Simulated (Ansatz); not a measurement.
Mulliken charges of CH4Cl2SSn (`[CH3][Sn]([SH])([Cl])[Cl]`) from B3LYP/def2-TZVPP in Ansatz (PBE0-D4/def2-TZVP geometry).

```csv
atom,x (Å),y (Å),z (Å),charge (e)
C1,-1.556,-0.235,0.227,-0.563
Sn2,0.459,0.208,-0.240,1.047
S3,2.032,-0.942,1.126,-0.336
Cl4,0.901,-0.282,-2.467,-0.357
Cl5,0.849,2.492,-0.069,-0.357
H6,-1.725,-1.303,0.095,0.146
H7,-2.195,0.331,-0.449,0.149
H8,-1.753,0.055,1.259,0.146
H9,3.077,-0.372,0.501,0.126
```

Task: By hand: the dipole of these point charges (1 e Å = 4.8032 D).

Result: Σ q r = (-0.398, -0.302, 0.342) e Å, of length 0.605 e Å = 2.91 D.

Task: How does the dipole of the full density compare? (An estimate is asked.)

Result: Ansatz gave: (-0.360, -0.251, 0.283) e Å, 2.51 D; the point charges give 1.16 times that, at 2° from its direction.

Point charges leave out the atoms' own dipoles, such as those of lone pairs, and Mulliken's split depends on the basis, so the two needn't agree.

B3LYP here is the variant with VWN-RPA as its local correlation; programs differ in this.
